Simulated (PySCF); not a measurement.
In(F)(vinyl)2 (C₄H₆FIn), SMILES C=[CH][In]([F])[CH]=C. Geometry: PBE-D3(BJ)/def2-SVP. The def2 effective core potentials stand for the cores of In; spin–orbit coupling is left out. The values are those of a single conformer.

Problem. Give the equilibrium geometry at PBE-D3(BJ)/def2-SVP (PySCF confirms it by a frequency run) as bond lengths and angles, and its point group. (An estimate is asked for; the answer gives what the named calculation found.)

Solution. One answer among several that fit: point group Cs.
Atoms: In1 F2 C3 C4 H5 H6 H7 C8 C9 H10 H11 H12. Bonded distances (Å): In1–F2 2.004, In1–C3 2.144, In1–C8 2.143, C3–C4 1.347, C3–H5 1.105, C4–H6 1.106, C4–H7 1.104, C8–C9 1.348, C8–H10 1.104, C9–H11 1.106, C9–H12 1.104. Bond angles (°): F2–In1–C3 111.7, F2–In1–C8 104.2, C3–In1–C8 144.1, In1–C3–C4 123.6, In1–C3–H5 117.0, C4–C3–H5 119.4, C3–C4–H6 121.8, C3–C4–H7 122.9, H6–C4–H7 115.3, In1–C8–C9 116.9, In1–C8–H10 122.6, C9–C8–H10 120.5, C8–C9–H11 122.0, C8–C9–H12 121.3, H11–C9–H12 116.7.
